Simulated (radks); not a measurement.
Species: the molybdenum ion Mo25+. Configuration: [Ne] 3s2 3p5.

All-electron calculation, scalar-relativistic Kohn-Sham, PBEsol, spin-polarised, spherical densities, finite nucleus; open shells are filled with parallel spins first (spin-orbit coupling, left out, can overturn this in heavy ions); Fermi nuclear charge, rms radius 4.4091 fm. Program: a radial shooting solver on a logarithmic mesh with Libxc functionals.

Energy parts (eV):
part                       energy
total                  -98958.864
kinetic                102384.480
electron-nucleus      -217959.521
Hartree                 18917.022
exchange-correlation    -2300.844

Orbitals (lengths in bohr, moments of r in powers of bohr; <r^-3> diverges for s and p1/2; r(max) is where P^2 peaks; r(90%) holds 90 % of the orbital's charge):
1s up: occ. 1; eigenvalue (eV) -20945.11; r(90%) 0.0630; r(max) 0.02289; <r> 0.03519
1s down: occ. 1; eigenvalue (eV) -20943.50; r(90%) 0.0630; r(max) 0.02289; <r> 0.03518
2s up: occ. 1; eigenvalue (eV) -3910.323; r(90%) 0.235; r(max) 0.1292; <r> 0.1523
2s down: occ. 1; eigenvalue (eV) -3909.088; r(90%) 0.235; r(max) 0.1292; <r> 0.1523
2p up: occ. 3; eigenvalue (eV) -3622.301; r(90%) 0.215; r(max) 0.1032; <r> 0.1325; <r^-3> 2590
2p down: occ. 3; eigenvalue (eV) -3620.581; r(90%) 0.215; r(max) 0.1032; <r> 0.1325; <r^-3> 2589
3s up: occ. 1; eigenvalue (eV) -1399.291; r(90%) 0.556; r(max) 0.3584; <r> 0.3830
3s down: occ. 1; eigenvalue (eV) -1394.761; r(90%) 0.557; r(max) 0.3585; <r> 0.3833
3p up: occ. 3; eigenvalue (eV) -1306.287; r(90%) 0.553; r(max) 0.3464; <r> 0.3735; <r^-3> 585.8
3p down: occ. 2; eigenvalue (eV) -1301.705; r(90%) 0.554; r(max) 0.3465; <r> 0.3739; <r^-3> 585.0

The highest occupied level is 3p down at -1301.7 eV. The density falls to 0.001 e/bohr^3 at r = 1.05 bohr. The electron density at the nucleus is 9.291e+04 e/bohr^3 (large components only). The spin density at the nucleus is -1.526 e/bohr^3 (1s -3.967, 2s 0.034, 3s 2.407). For comparison, the ionisation energy in NIST's Atomic Spectra Database is 1320 eV (semi-empirical). In exact Kohn-Sham theory the highest level is minus the ionisation energy, but local and semilocal functionals leave it too shallow, through self-interaction and a potential that decays too fast; potentials with the right tail come closer.
